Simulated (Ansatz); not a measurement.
Input file for `[OH][SnH2][OH]`:

```yaml
crystal:
  periodic: [false, false, false]
  atoms:
    - {symbol: O, position_ang: [-1.547418, -0.509612, -0.413721]}
    - {symbol: Sn, position_ang: [-0.003180, 0.529832, 0.206386]}
    - {symbol: O, position_ang: [1.588616, -0.593300, -0.027168]}
    - {symbol: H, position_ang: [-1.491796, -0.756300, -1.339820]}
    - {symbol: H, position_ang: [0.301186, 1.864357, -0.800952]}
    - {symbol: H, position_ang: [-0.343036, 0.804181, 1.848780]}
    - {symbol: H, position_ang: [1.556828, -1.407258, 0.480794]}
basis:
  gaussian: {orbitals: def2-TZVPP}
correlation: {method: ccsd_t}
output: {orbitals: {seedname: orbitals}}
```

```sh
$ ansatz run in.yaml --threads 4 --pin off --events-out ev --progress --plain --max-ram 10444MiB
```

Output of Ansatz, abridged:

```
Functional definition: HF
1180 factors; integrals over basis functions are off by at most 1.2e-3 eV
mean field evaluation 1: about -9940.3609 eV, gradient 5.3e1 eV
mean field evaluation 2: about -9940.5019 eV, gradient 5.3e1 eV
mean field evaluation 4: about -9945.5775 eV, gradient 2.5e0 eV
mean field evaluation 8: about -9945.6225 eV, gradient 1.2e-1 eV
mean field -9945.62254381 eV, -365.4948870999 hartree, gradient 1.3e-6 eV, S^2 0.000000; 0 other end points of the search recorded, 0 dependent functions left out
6 core orbitals not correlated: weight in the atoms' cores, before any rotation towards them, 1.000 or more for the frozen orbitals, at most 0.000 for the correlated occupied ones
reference -9945.62254381 eV, -365.4948870999 hartree; 15, 15 occupied and 147, 147 virtual orbitals, 1180 factors
second order -22.38689314 eV of doubles, -0.00000000 eV of singles
cycle   1  -21.87943591 eV  change    5.1e-1 eV  update   1.1e-1
cycle   2  -22.41891394 eV  change   -5.4e-1 eV  update   3.4e-2
cycle   3  -22.54968293 eV  change   -1.3e-1 eV  update   1.9e-2
cycle   4  -22.53509793 eV  change    1.5e-2 eV  update   4.5e-3
cycle   5  -22.53235471 eV  change    2.7e-3 eV  update   2.0e-3
cycle   6  -22.53332132 eV  change   -9.7e-4 eV  update   6.4e-4
cycle   7  -22.53319480 eV  change    1.3e-4 eV  update   2.6e-4
cycle   8  -22.53309935 eV  change    9.5e-5 eV  update   7.3e-5
cycle   9  -22.53312178 eV  change   -2.2e-5 eV  update   2.6e-5
perturbative correction -0.73314515 eV, -0.0269425875 hartree
Total energy: -9968.88881075 eV, -366.3499066394 hartree
```

Run time 28 s (4 threads of an Arm Neoverse V2 on a shared host); peak host memory 1.6 GiB.

MP2 recovers 96.2 % of the CCSD(T) correlation energy and the triples give 3.2 %; T1 = 0.0141.
